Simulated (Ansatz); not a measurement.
Species: MoH₆ (charge 0, singlet). SMILES: [MoH6]
Geometry from a B3LYP-D3(BJ)/def2-TZVP (Ansatz, a first-principles code) optimisation:
```xyz
7

Mo     0.0065    -0.0062    -0.0618
H     -0.4539    -0.7860     1.3033
H     -0.7547     0.8525     1.1073
H     -0.5134    -1.5975    -0.2825
H     -1.0282     1.2068    -0.6180
H      0.8169     0.3087     1.3267
H      1.6615     0.2760    -0.2426
```

Wanted: vertical electron affinity (to the doublet state of charge -1; a negative value means that the extra electron is unbound and the number depends on the basis; each state is the SCF solution reached for its spin; the molecule has degenerate orbitals, so one determinant may break the symmetry; for the singlet T1 is 0.039), in eV. Cores are frozen in the correlated levels unless marked. Open shells are spin-unrestricted. No spin-orbit coupling. The frozen core is the preceding noble-gas configuration, with the filled d and f shells of earlier blocks. In def2 rows, elements after Kr have scalar-relativistic effective core potentials. Anions need diffuse functions: def2-D sets add few. CBS(X,Y): correlation extrapolated as X^-3; Hartree-Fock from the larger set. [CCSD(T)-MP2]/basis is that difference in the basis named.

```tsv
level	program	vertical electron affinity (eV)
SVWN5/def2-TZVPD	Ansatz	0.81
PBE0/def2-TZVPD	Ansatz	0.75
wB97X/def2-TZVPD	Ansatz	0.76
RI-MP2/CBS(def2-TZVPPD,def2-QZVPPD)	Ansatz	0.82
SCS-MP2/def2-TZVPPD	Ansatz	0.56
RI-MP2/CBS(def2-TZVPPD,def2-QZVPPD)+[CCSD(T)-MP2]/def2-SVPD	Ansatz	0.86
```
